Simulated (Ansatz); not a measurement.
Total energies of In₅As₆H₁₈⁺, a cluster cut from wurtzite InAs (hydrogen-capped) from Ansatz at PBE-D4/def2-TZVP, gas phase (1 Eh = 27.2114 eV = 2625.5 kJ/mol). The reference geometry is relaxed at r2SCAN-D4/def2-SVP.

Cartesian coordinates in Å:
```
As 1.3107 -0.2233 2.6807
In -1.3701 -0.5416 2.3285
In -0.4364 3.6088 0.8761
As -2.0098 1.4068 0.6998
As -1.1152 -2.6921 0.6785
In -3.3547 0.6384 -1.5263
In 3.0676 0.3599 0.7350
As 1.7959 2.4356 -0.3220
As 2.4812 -1.6618 -0.9586
In 0.0915 -2.6658 -1.7206
As -1.1563 -0.5652 -2.7565
H 1.5065 0.8536 3.7203
H 1.8663 -1.3726 3.4893
H -2.1529 -0.9609 3.7942
H 0.1499 3.6832 2.4899
H -0.9865 4.7517 -0.2703
H -3.1910 1.9164 1.5054
H -0.5962 -3.8804 1.4544
H -2.5016 -3.2276 0.4141
H -4.2308 -0.7840 -1.1220
H -3.6665 2.0294 -2.4702
H 4.7203 0.4224 1.1747
H 2.9061 3.4341 -0.5523
H 1.6077 2.0515 -1.7724
H 3.3093 -2.8426 -0.5070
H 3.2472 -1.3828 -2.2305
H 0.2123 -4.1608 -2.5449
H -0.0371 0.3835 -3.1222
H -1.4675 -1.0138 -4.1652
```

```tsv
state	geometry	energy (Eh)
charge 1 singlet	reference	-14374.70353
charge 2 doublet	reference	-14374.30436
charge 0 doublet	reference	-14374.84249
```

In the def2 sets In takes a core potential; there is no spin–orbit coupling. Single mean-field runs in def2-TZVP are fitted with def2-universal-jkfit.

(1) Work out the vertical ionisation energy to the doublet.

(2) Work out the vertical electron affinity, to the doublet.

(3) Give the fundamental gap IE − EA, the Mulliken electronegativity (IE + EA)/2 and the hardness (IE − EA)/2.

(1) E(charge 2 doublet) − E(charge 1 singlet) = -14374.30436 − (-14374.70353) = 0.39917 Eh = 10.86 eV. For comparison, −ε of the highest occupied level is 9.03 eV at this level, 1.83 eV less.

(2) E(charge 1 singlet) − E(charge 0 doublet) = -14374.70353 − (-14374.84249) = 0.13896 Eh = 3.78 eV.

(3) From the values in Eh: IE − EA = 0.39917 − 0.13896 = 0.26021 Eh = 7.08 eV; (IE + EA)/2 = 7.32 eV; (IE − EA)/2 = 3.54 eV. The HOMO–LUMO gap of the same run is 3.70 eV, 3.38 eV smaller than the fundamental gap.

At PBE-D4/def2-TZVP the gap within one spin of the charge 2 doublet nearly closes, so an electron or hole may be smeared out by delocalisation error. At PBE-D4/def2-TZVP the gap within one spin of the charge 0 doublet nearly closes, so an electron or hole may be smeared out by delocalisation error.
